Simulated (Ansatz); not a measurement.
C5H10O2, triplet, at a GFN2-xTB geometry (a higher spin typed on purpose: for a closed-shell molecule this is an excited state); CCSD(T)/STO-3G (Ansatz, a program for electronic structure).

Input for Ansatz:
Ansatz 0.2 input:
```yaml
crystal:
  periodic: [false, false, false]
  atoms:
    - {symbol: C, position_ang: [-0.73625456, 0.18031274, 1.50162581]}
    - {symbol: C, position_ang: [-0.60520756, 0.18405462, -0.00498451]}
    - {symbol: C, position_ang: [-1.56034575, -0.77288188, -0.68318510]}
    - {symbol: C, position_ang: [-0.64173758, 1.56773273, -0.61747268]}
    - {symbol: C, position_ang: [0.96848711, -0.34934101, -0.39686554]}
    - {symbol: O, position_ang: [1.84217162, 0.55662477, 0.13610481]}
    - {symbol: O, position_ang: [1.02552288, -1.59639469, -0.19987370]}
    - {symbol: H, position_ang: [-0.06594003, 0.90706390, 1.95627426]}
    - {symbol: H, position_ang: [-1.75933852, 0.43698540, 1.78035443]}
    - {symbol: H, position_ang: [-0.51929729, -0.80943847, 1.89963957]}
    - {symbol: H, position_ang: [-2.57965495, -0.40056188, -0.57585168]}
    - {symbol: H, position_ang: [-1.49643221, -1.76237632, -0.23958998]}
    - {symbol: H, position_ang: [-1.33473584, -0.85712739, -1.74327402]}
    - {symbol: H, position_ang: [0.11509125, 2.21377824, -0.18104230]}
    - {symbol: H, position_ang: [-0.48193302, 1.52016241, -1.69168375]}
    - {symbol: H, position_ang: [-1.62417773, 2.00495061, -0.43322171]}
    - {symbol: H, position_ang: [2.25521264, 0.20545970, 0.94383816]}
basis:
  gaussian:
    orbitals: STO-3G
magnetization: {spin_polarized: true, initial_magnetization: 2}
correlation: {method: ccsd_t}
```

It wrote (shortened):

```
Functional definition: HF
650 factors; integrals over basis functions are off by at most 4.6e-5 eV
mean field evaluation 1: about -9257.0878 eV, gradient 2.4e1 eV
mean field evaluation 2: about -9257.5549 eV, gradient 2.4e1 eV
mean field evaluation 4: about -9262.9966 eV, gradient 4.7e0 eV
mean field evaluation 8: about -9264.0216 eV, gradient 5.1e-1 eV
mean field evaluation 16: about -9262.9983 eV, gradient 4.7e0 eV
mean field evaluation 32: about -9256.6220 eV, gradient 2.1e1 eV
mean field evaluation 64: about -9261.2283 eV, gradient 1.4e1 eV
mean field evaluation 96: about -9262.9348 eV, gradient 1.0e0 eV
mean field -9264.03736117 eV, -340.4470936328 hartree, gradient 2.7e-6 eV, S^2 2.007274; 5 other end points of the search recorded, 0 dependent functions left out
determinant -9264.03736117 eV, -340.4470936328 hartree, with singles and doubles -9274.80526031 eV, -340.8428066275 hartree
determinant -9262.75213590 eV, -340.3998624754 hartree, with singles and doubles -9273.29963610 eV, -340.7874759583 hartree
7 core orbitals not correlated
reference -9264.03736117 eV, -340.4470936328 hartree; 22, 20 occupied and 16, 18 virtual orbitals, 650 factors
second order -8.13708713 eV of doubles, -0.00000000 eV of singles
cycle   1  -10.76810104 eV  change   -2.0e-4 eV  update   3.2e-3
cycle   2  -10.76871582 eV  change   -6.1e-4 eV  update   2.6e-3
cycle   3  -10.76955760 eV  change   -8.4e-4 eV  update   1.8e-3
cycle   4  -10.77096302 eV  change   -1.4e-3 eV  update   1.1e-3
cycle   5  -10.77235660 eV  change   -1.4e-3 eV  update   6.5e-4
cycle   6  -10.77383150 eV  change   -1.5e-3 eV  update   5.0e-4
cycle   7  -10.77340083 eV  change    4.3e-4 eV  update   3.4e-4
cycle   8  -10.77247409 eV  change    9.3e-4 eV  update   1.9e-4
cycle   9  -10.77236763 eV  change    1.1e-4 eV  update   8.9e-5
cycle  10  -10.77253399 eV  change   -1.7e-4 eV  update   4.9e-5
cycle  11  -10.77264684 eV  change   -1.1e-4 eV  update   2.3e-5
cycle  12  -10.77265616 eV  change   -9.3e-6 eV  update   1.1e-5
perturbative correction -0.14279371 eV, -0.0052475721 hartree
Total energy: -9274.95281104 eV, -340.8482290168 hartree
```
